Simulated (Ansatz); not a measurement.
Gas-phase electronic energies from Ansatz, PBE0-D4/def2-TZVP geometries. CBS: MP2 limit from def2 TZ/QZ plus the TZ coupled-cluster correction, frozen cores. DFT in def2-TZVPP. For Sc outer-core shells are correlated without core-valence functions, which leaves a few kJ/mol of doubt a bond. Scalar relativity is left out up to krypton. Each species was taken in one conformer, which may not be the lowest.

Reaction (ligand exchange at the Si–N bond): `[SiH3]N[SiH](Cl)Cl` + `[OH][Sc]([OH])[OH]` → `[OH][Sc]([OH])[O][SiH3]` + `N[SiH](Cl)Cl`

Q: Is it downhill or uphill in electronic energy at CCSD(T)/CBS, and by how much? (Best estimate.)

A: The calculation gave: Downhill: ΔE = -14.7 kcal/mol.

Q: What do these levels give: BHLYP-D4, PBE-QIDH, MP2/def2-SVP, MP2/def2-TZVPP, SCS-MP2/def2-TZVPP, MP2/CBS(def2)? (Best estimate.)

A: Ansatz gave: BHLYP-D4 -15.3, PBE-QIDH -14.5, MP2/def2-SVP -16.0, MP2/def2-TZVPP -14.3, SCS-MP2/def2-TZVPP -15.1, MP2/CBS(def2) -14.4 kcal/mol.

Largest T1 diagnostic among the species: 0.016.

In def2-TZVPP, CCSD(T) changes the Hartree–Fock value by +3.4 kcal/mol (the triples alone add +0.4 kcal/mol) and MP2 by +3.7 kcal/mol. At CCSD(T), def2-SVP lies −1.1 kcal/mol from the extrapolated value and def2-TZVPP +0.1 kcal/mol.
